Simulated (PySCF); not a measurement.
Cartesian coordinates (Å):
SMILES: CS[SiH2]
```xyz
8

C     -1.2434    -0.3593     0.0231
S      0.1740    -1.1640     0.8461
Si     1.7401     0.1398     0.2528
H     -1.1422    -0.4128    -1.0600
H     -1.3345     0.6789     0.3410
H     -2.1337    -0.9077     0.3279
H      2.9274    -0.2553     1.0584
H      1.3665     1.5614     0.5274
```
Charge 0, spin multiplicity 2.

Problem. Predict the total energy, dipole moment and highest occupied spin orbital from r2SCAN-D4/def2-TZVP (PySCF).

Solution. 
| Property | Value |
|---|---|
| total energy | -728.7275 Ha |
| dipole moment | 1.56 D |
| highest occupied spin orbital | -5.00 eV |
